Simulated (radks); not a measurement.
Species: the platinum anion Pt-. Configuration: [Xe] 4f14 5d9 6s2.

All-electron calculation, scalar-relativistic Kohn-Sham, PBEsol, spin-polarised, spherical densities, point nucleus; open shells are filled with parallel spins first (spin-orbit coupling, left out, can overturn this in heavy ions); hard spherical wall at 4 bohr. Program: a radial shooting solver on a logarithmic mesh with Libxc functionals.

Energy parts (eV):
| part | energy |
|---|---|
| total | -500902.12 |
| kinetic | 558844.69 |
| electron-nucleus | -1246402.68 |
| Hartree | 196172.32 |
| exchange-correlation | -9516.45 |

Orbitals (lengths in bohr, moments of r in powers of bohr):
[
 {"orbital": "1s up", "occ.": "1", "eigenvalue (eV)": "-78394.53", "<r^2>": "0.0004061", "<r^4>": "4.517e-07", "<r>": "0.01715"},
 {"orbital": "1s down", "occ.": "1", "eigenvalue (eV)": "-78394.53", "<r^2>": "0.0004061", "<r^4>": "4.517e-07", "<r>": "0.01715"},
 {"orbital": "2s up", "occ.": "1", "eigenvalue (eV)": "-13758.29", "<r^2>": "0.006202", "<r^4>": "0.00006657", "<r>": "0.07236"},
 {"orbital": "2s down", "occ.": "1", "eigenvalue (eV)": "-13758.23", "<r^2>": "0.006202", "<r^4>": "0.00006657", "<r>": "0.07236"},
 {"orbital": "2p up", "occ.": "3", "eigenvalue (eV)": "-11921.26", "<r^2>": "0.005203", "<r^4>": "0.00005368", "<r>": "0.06524"},
 {"orbital": "2p down", "occ.": "3", "eigenvalue (eV)": "-11921.21", "<r^2>": "0.005203", "<r^4>": "0.00005368", "<r>": "0.06524"},
 {"orbital": "3s up", "occ.": "1", "eigenvalue (eV)": "-3218.813", "<r^2>": "0.04005", "<r^4>": "0.002416", "<r>": "0.1871"},
 {"orbital": "3s down", "occ.": "1", "eigenvalue (eV)": "-3218.788", "<r^2>": "0.04005", "<r^4>": "0.002416", "<r>": "0.1871"},
 {"orbital": "3p up", "occ.": "3", "eigenvalue (eV)": "-2683.979", "<r^2>": "0.04108", "<r^4>": "0.002644", "<r>": "0.1882"},
 {"orbital": "3p down", "occ.": "3", "eigenvalue (eV)": "-2683.951", "<r^2>": "0.04108", "<r^4>": "0.002644", "<r>": "0.1882"},
 {"orbital": "3d up", "occ.": "5", "eigenvalue (eV)": "-2104.191", "<r^2>": "0.03402", "<r^4>": "0.002033", "<r>": "0.1705"},
 {"orbital": "3d down", "occ.": "5", "eigenvalue (eV)": "-2104.147", "<r^2>": "0.03402", "<r^4>": "0.002033", "<r>": "0.1705"},
 {"orbital": "4s up", "occ.": "1", "eigenvalue (eV)": "-678.3350", "<r^2>": "0.1945", "<r^4>": "0.05469", "<r>": "0.4151"},
 {"orbital": "4s down", "occ.": "1", "eigenvalue (eV)": "-678.2758", "<r^2>": "0.1945", "<r^4>": "0.05468", "<r>": "0.4152"},
 {"orbital": "4p up", "occ.": "3", "eigenvalue (eV)": "-502.9606", "<r^2>": "0.2221", "<r^4>": "0.07315", "<r>": "0.4421"},
 {"orbital": "4p down", "occ.": "3", "eigenvalue (eV)": "-502.9041", "<r^2>": "0.2221", "<r^4>": "0.07313", "<r>": "0.4421"},
 {"orbital": "4d up", "occ.": "5", "eigenvalue (eV)": "-290.1316", "<r^2>": "0.2537", "<r^4>": "0.1025", "<r>": "0.4684"},
 {"orbital": "4d down", "occ.": "5", "eigenvalue (eV)": "-290.0655", "<r^2>": "0.2536", "<r^4>": "0.1024", "<r>": "0.4684"},
 {"orbital": "4f up", "occ.": "7", "eigenvalue (eV)": "-53.6386", "<r^2>": "0.3259", "<r^4>": "0.2248", "<r>": "0.5169"},
 {"orbital": "4f down", "occ.": "7", "eigenvalue (eV)": "-53.5397", "<r^2>": "0.3252", "<r^4>": "0.2234", "<r>": "0.5164"},
 {"orbital": "5s up", "occ.": "1", "eigenvalue (eV)": "-85.8046", "<r^2>": "1.023", "<r^4>": "1.535", "<r>": "0.9544"},
 {"orbital": "5s down", "occ.": "1", "eigenvalue (eV)": "-85.3831", "<r^2>": "1.021", "<r^4>": "1.530", "<r>": "0.9535"},
 {"orbital": "5p up", "occ.": "3", "eigenvalue (eV)": "-40.2260", "<r^2>": "1.404", "<r^4>": "3.040", "<r>": "1.112"},
 {"orbital": "5p down", "occ.": "3", "eigenvalue (eV)": "-39.7068", "<r^2>": "1.401", "<r^4>": "3.033", "<r>": "1.111"},
 {"orbital": "5d up", "occ.": "5", "eigenvalue (eV)": "8.8767", "<r^2>": "3.061", "<r^4>": "14.89", "<r>": "1.628"},
 {"orbital": "5d down", "occ.": "4", "eigenvalue (eV)": "9.4295", "<r^2>": "3.080", "<r^4>": "15.08", "<r>": "1.633"},
 {"orbital": "5f up", "occ.": "0", "eigenvalue (eV)": "37.0929", "<r^2>": "6.586", "<r^4>": "52.13", "<r>": "2.490"},
 {"orbital": "5f down", "occ.": "0", "eigenvalue (eV)": "37.4327", "<r^2>": "6.616", "<r^4>": "52.52", "<r>": "2.497"},
 {"orbital": "6s up", "occ.": "1", "eigenvalue (eV)": "10.3085", "<r^2>": "5.655", "<r^4>": "39.97", "<r>": "2.287"},
 {"orbital": "6s down", "occ.": "1", "eigenvalue (eV)": "10.6822", "<r^2>": "5.677", "<r^4>": "40.24", "<r>": "2.292"},
 {"orbital": "6p up", "occ.": "0", "eigenvalue (eV)": "20.1876", "<r^2>": "6.487", "<r^4>": "51.14", "<r>": "2.454"},
 {"orbital": "6p down", "occ.": "0", "eigenvalue (eV)": "20.4938", "<r^2>": "6.505", "<r^4>": "51.37", "<r>": "2.457"},
 {"orbital": "7s up", "occ.": "0", "eigenvalue (eV)": "52.0973", "<r^2>": "6.672", "<r^4>": "62.06", "<r>": "2.410"},
 {"orbital": "7s down", "occ.": "0", "eigenvalue (eV)": "52.4383", "<r^2>": "6.664", "<r^4>": "61.98", "<r>": "2.408"}
]

The highest occupied level is 6s down at 10.682 eV. The pressure on the wall is 125 GPa. Summed over all electrons, <r^2> = 58.95 bohr^2, which gives a Langevin (diamagnetic) susceptibility term of -46.7 x 10^-6 cm^3/mol. Spin moment in Bohr magnetons: 1. The density falls to 0.001 e/bohr^3 at r = 3.68 bohr.
